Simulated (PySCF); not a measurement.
These are PySCF with ωB97X-D3(BJ)/def2-TZVP // PBE0-D3(BJ)/def2-SVP values and carry that method's errors. All species are isolated molecules in the gas phase. One relaxed conformer stands for a flexible species; it need not be the lowest. Excitations are Tamm–Dancoff values on a coarser integration grid. The basis has no diffuse functions, so Rydberg states are missing or too high.

Reference species (SMILES): `c1(O)cscc1B` (neutral, multiplicity 1).

```json
{
 "HOMO": "-8.80 eV",
 "brightest of the four lowest singlets (TDA)": "5.51 eV",
 "S1 oscillator strength": "0.069",
 "S1–T1 gap (TDA)": "1.13 eV"
}
```

Changed species: `c1cc(sc1O)B`.

### Question
Give the shifts of the HOMO, brightest of the four lowest singlets (TDA), S1 oscillator strength and S1–T1 gap (TDA).

### Answer
the HOMO drops by 0.03 eV, to -8.83 eV; the brightest of the four lowest singlets (TDA) falls by 0.70 eV, to 4.81 eV; the S1 oscillator strength goes up by 0.348, to 0.417; the S1–T1 gap (TDA) goes up by 0.67 eV, to 1.80 eV.
